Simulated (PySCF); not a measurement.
C8H17BO.
Numbering: `[CH3:1][CH:2]([CH3:3])[O:4][C@@H:5]1[CH2:6][BH:7][CH2:8][CH2:9][CH2:10]1` (hydrogens: H11, H12, H13 on C1; H14 on C2; H15, H16, H17 on C3; H18 on C5; H19, H20 on C6; H21 on B7; H22, H23 on C8; H24, H25 on C9; H26, H27 on C10)

Structure used (PBE0-D3(BJ)/def2-SVP), in Å, numbered top down from 1:
```
atom  x, y, z in Å
C1    -3.246   -0.759   -0.486
C2    -2.130    0.241   -0.257
C3    -2.563    1.399    0.631
O4    -1.056   -0.464    0.330
C5     0.232    0.065    0.107
C6     0.783   -0.325   -1.262
B7     2.337   -0.249   -1.422
C8     3.244   -0.250   -0.149
C9     2.539    0.141    1.151
C10    1.125   -0.422    1.237
H11   -3.552   -1.206    0.473
H12   -2.903   -1.570   -1.145
H13   -4.123   -0.278   -0.943
H14   -1.816    0.645   -1.240
H15   -3.392    1.961    0.173
H16   -1.735    2.102    0.804
H17   -2.897    1.017    1.608
H18    0.194    1.173    0.167
H19    0.238    0.151   -2.094
H20    0.594   -1.415   -1.399
H21    2.836   -0.324   -2.527
H22    3.557   -1.318   -0.104
H23    4.192    0.293   -0.299
H24    2.486    1.243    1.215
H25    3.122   -0.178    2.030
H26    1.147   -1.527    1.210
H27    0.650   -0.147    2.192
```

Computed at PBE0/pcSseg-1 (PySCF, non-relativistic), with Q(17O) = −0.0256 b, Q(11B) = 0.04059 b: O4, 17O (I = 5/2): χzz = 11.82 MHz, η = 0.999; B7, 11B (I = 3/2): χzz = 5.763 MHz, η = 0.073.

Problem. Where would the pure quadrupole (NQR) lines of 17O at O4 fall for the rigid, isolated species?

Solution. From the eigenvalues of H = χ/[4I(2I − 1)] × [3Iz² − I(I + 1) + η(Ix² − Iy²)], steps between neighbouring levels, labelled as for η = 0: ±1/2↔±3/2 3.125 MHz, ±3/2↔±5/2 3.127 MHz (ether oxygen).

Problem. Where would the pure quadrupole (NQR) lines of 11B at B7 fall for the rigid, isolated species?

Solution. From ν = (|χ|/2)√(1 + η²/3): ν = 2.884 MHz (three-coordinate boron).

In a crystal, neighbours and librations shift these lines. The small basis limits the accuracy of the gradients.

One conformer stands for the species.
